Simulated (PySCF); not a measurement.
Computed IR spectrum (relative IR intensity) of a molecule C3H10BNO. Geometry: B3LYP-D3(BJ)/def2-SVP. Other conformers were not sampled. Calculation: B3LYP-D3(BJ)/def2-SVP run with PySCF 2.14.0. Frequencies are harmonic and unscaled.

ν (cm⁻¹): 462 (m), 588 (m), 820 (w), 902 (w), 912 (w), 1004 (m), 1124 (w), 1145 (w), 1243 (m), 1303 (vw), 1341 (m), 1368 (m), 1395 (m), 1413 (m), 1463 (vw), 1467 (vw), 1553 (vs), 3000 (m), 3014 (vw), 3020 (w), 3080 (w), 3092 (w), 3106 (w), 3112 (w), 3118 (w), 3614 (w), 3890 (m) (against the strongest line: vs over 80 %, s over 45 %, m over 15 %, w over 4 %, vw less)

Q: Pick the molecule that these values belong to.
A) CCCB(N)O
B) CCNB(C)O
C) CCB(O)NC
D) CCB(N)OC

A: B, CCNB(C)O
